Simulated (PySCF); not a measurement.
Compound: C₇H₁₁Cl.
Atom-mapped SMILES: `[Cl:1][C@@H:2]1[C@H:3]2[CH2:4][CH2:5][CH2:6][CH2:7][C@@H:8]12`

NICS is the negative of the GIAO shielding at a point without a nucleus: at the ring centre (0) and 1 Å above and below it (1); zz is the component along the ring normal. Level: GIAO PBE0/pcSseg-1 (PySCF, non-relativistic, gas phase) on the GFN2-xTB geometry, one conformer.

Rings: 1. C2–C3–C8; 2. C3–C4–C5–C6–C7–C8.

```tsv
set	NICS(0)	NICS(1), two faces	NICS(1)zz, two faces
P	-42.7	-7.7 / -9.0	-19.8 / -23.3
Q	-4.6	-2.3 / -5.0	1.7 / 1.7
```

Problem. Which set (ppm) belongs to which ring?

Solution. P = 1, Q = 2.
- 1 (3-membered carbocycle; formal bonds all single): mean NICS(1)zz -21.5 ppm, shielded. C2, C3, C8 have four or more neighbours; no verdict on aromaticity is drawn. A hydrogen on C3, outside the ring, lies only 1.42 Å from a NICS(1) probe, which then mostly feels that atom.
- 2 (6-membered carbocycle; formal bonds all single): mean NICS(1)zz 1.7 ppm, near zero. C3, C4, C5, C6, C7, C8 have four or more neighbours, so the value isn't read as a sign of a π ring current. A hydrogen on C6, outside the ring, lies only 1.33 Å from a NICS(1) probe, which then mostly feels that atom.

Problem. How do the rings differ in shape?

Solution. 
```tsv
ring	bond lengths (Å)	rms pucker (Å)	HOMA	nearest outside atom to a NICS(1) probe (Å)
1	1.496, 1.508, 1.500	0.00	–	hydrogen 1.42
2	1.513, 1.527, 1.525, 1.528, 1.518, 1.508	0.22	–	hydrogen 1.33
```
